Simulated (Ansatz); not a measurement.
Program: Ansatz. Geometries: PBE0-D4/def2-TZVP. ΔE: electronic, gas phase. CCSD(T)/CBS adds triple-zeta CCSD(T) − MP2 to the extrapolated MP2 energy (def2 sets, frozen cores). This one scheme is used for every species. Functionals use def2-TZVPP. def2 core potentials past Kr. For Sn outer-core shells are correlated without core-valence functions, which leaves a few kJ/mol of doubt a bond. Each species was taken in one conformer, which may not be the lowest.

`[NH2][SnH2][Cl]` + `O[Si](S)(S)Cl` → `[NH2][SnH2][OH]` + `S[Si](S)(Cl)Cl`  (redistribution)

(1) Is it downhill or uphill in electronic energy at CCSD(T)/CBS, and by how much? (An estimate is asked.)

(2) What do these levels give: PBE-D4, r2SCAN-D4, ωB97M-V, r2SCAN, MP2/def2-QZVPP, MP2/CBS(def2)? (Best estimate.)

Largest T1 diagnostic among the species: 0.013.

Results:

(1) Computed: Uphill: ΔE = +22.7 kcal/mol.

(2) Ansatz gave: PBE-D4 21.7, r2SCAN-D4 23.8, ωB97M-V 23.6, r2SCAN 23.9, MP2/def2-QZVPP 22.2, MP2/CBS(def2) 21.9 kcal/mol.

From PBE to PBE0 (25 % exact exchange), in def2-TZVPP and without D4, ΔE moves by +1.6 kcal/mol. In def2-TZVPP, CCSD(T) changes the Hartree–Fock value by −4.9 kcal/mol (the triples alone add −0.8 kcal/mol) and MP2 by −5.7 kcal/mol.
